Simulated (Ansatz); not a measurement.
Consider the ligand exchange at the Si–Br bond: `F[Si](F)([SiH3])Br` + NH₃ → `N[Si](F)(F)[SiH3]` + HBr.

Program: Ansatz. Geometries: PBE0-D4/def2-TZVP. ΔE: electronic, gas phase. CBS: MP2 limit from def2 TZ/QZ plus the TZ coupled-cluster correction, frozen cores. This one scheme is used for every species. For Br outer-core shells are correlated without core-valence functions, which leaves a few kJ/mol of doubt a bond. Scalar relativity is left out up to krypton. One conformer a species, not always the lowest.

```
             species  CCSD(T)/CBS(def2) energy (Eh)
`F[Si](F)([SiH3])Br`                    -3353.04613
                 NH₃                      -56.50880
 `N[Si](F)(F)[SiH3]`                     -835.62453
                 HBr                    -2573.91920
```

Question: Work out ΔE.

Answer: ΔE = (-835.62453) + (-2573.91920) − (-3353.04613) − (-56.50880) = 0.01120 Eh = +7.0 kcal/mol.

Largest T1 diagnostic among the species: 0.012.

Leaving LDA and LC-ωPBE aside and taking each functional with its dispersion term where it has one, the values, not all of them listed here, spread over 3.2 kcal/mol, from CAM-B3LYP-D4 to PBE-D4. LDA lies −2.4 kcal/mol from PBE without D4. At CCSD(T), def2-SVP lies −2.7 kcal/mol from the extrapolated value and def2-TZVPP −1.3 kcal/mol.
